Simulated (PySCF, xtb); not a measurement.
Si(F)3(vinyl) (C2H3F3Si), SMILES C([Si](F)(F)F)=C. One conformer was computed; it need not be the lowest.

Harmonic wavenumbers (cm⁻¹) from GFN2-xTB run with xtb 6.7.1 at its own minimum, in rising order: 37, 122, 147, 216, 233, 267, 379, 524, 683, 886, 917, 924, 935, 1024, 1025, 1281, 1413, 1666, 3042, 3092, 3119.

Task: What does PBE-D3(BJ)/def2-SVP (PySCF) give at its own minimum? (An estimate is asked for; the answer gives what the named calculation found.)

Result: 79, 154, 184, 266, 304, 333, 410, 536, 660, 861, 942, 950, 972, 987, 999, 1234, 1373, 1624, 3063, 3092, 3161. Paired by order, the mean absolute difference is 35 cm⁻¹ and the zero-point energies are 31.4 and 31.7 kcal/mol.
